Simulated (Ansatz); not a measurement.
Reaction (cleavage of the Si–Ge bond): `[OH][GeH]([F])[SiH2]Cl` + `N[SiH2]N` → `N[SiH2]N[SiH2]Cl` + `[OH][GeH2][F]`

Gas-phase electronic energies from Ansatz, PBE0-D4/def2-TZVP geometries. CBS: MP2 limit from def2 TZ/QZ plus the TZ coupled-cluster correction, frozen cores. This one scheme is used for every species. Functionals use def2-TZVPP. B3LYP here is the variant with VWN-RPA as its local correlation; programs differ in this. For Ge outer-core shells are correlated without core-valence functions, which leaves a few kJ/mol of doubt a bond. Scalar relativity is left out up to krypton. Each species was taken in one conformer, which may not be the lowest.

```tsv
level	ΔE (eV)
PBE-D4	-0.51
B3LYP-D4	-0.66
ωB97M-V	-0.72
MP2/def2-QZVPP	-0.78
```

Q: What does CCSD(T)/CBS give? (An estimate is asked.)

A: The calculation gave: -0.70 eV. The listed levels differ from it by 0.19, 0.04, -0.02, -0.08 eV.

Largest T1 diagnostic among the species: 0.012.

In def2-TZVPP, CCSD(T) changes the Hartree–Fock value by +0.12 eV (the triples alone add +0.01 eV) and MP2 by +0.06 eV. From PBE to PBE0 (25 % exact exchange), in def2-TZVPP and without D4, ΔE moves by −0.09 eV.
